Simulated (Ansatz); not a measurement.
Species: CBr₃, charge 0, multiplicity 2. It need not be the lowest isomer of its formula. SMILES: Br[C](Br)Br
Geometry from a B3LYP-D3(BJ)/def2-TZVP (Ansatz, a quantum-chemistry and plane-wave program) optimisation:
```xyz
4

C      0.2839    -0.0644    -0.0203
Br     0.3475     1.7598    -0.4795
Br    -0.0002    -0.4914     1.7906
Br    -0.3960    -1.2574    -1.3076
```
Charge 0, spin multiplicity 2.

Wanted: vertical ionisation energy (to the singlet state of charge +1; each state is the SCF solution reached for its spin; the molecule has degenerate orbitals, so one determinant may break the symmetry), in eV. Correlated levels leave the core frozen unless marked. UHF or UKS for open shells. Spin-orbit coupling is left out. The frozen core is the preceding noble-gas configuration, with the filled d and f shells of earlier blocks. No relativistic terms. CBS marks a two-point X^-3 extrapolation of the correlation energy; Hartree-Fock from the larger set. The bracket is a focal-point correction in the basis named.

RI-MP2/CBS(aug-cc-pVTZ,aug-cc-pVQZ)+[CCSD(T)-MP2]/aug-cc-pVTZ (Ansatz) gives 8.37 eV.

Question: Another calculation gave 8.31 eV. Which level was it?
(A) r2SCAN/def2-TZVPD (Ansatz)
(B) CAM-B3LYP/def2-TZVPD (Ansatz)
(C) SVWN5/def2-TZVPD (Ansatz)

Answer: A, r2SCAN/def2-TZVPD (Ansatz). The others give 8.54 (CAM-B3LYP), 8.10 (SVWN5) eV.
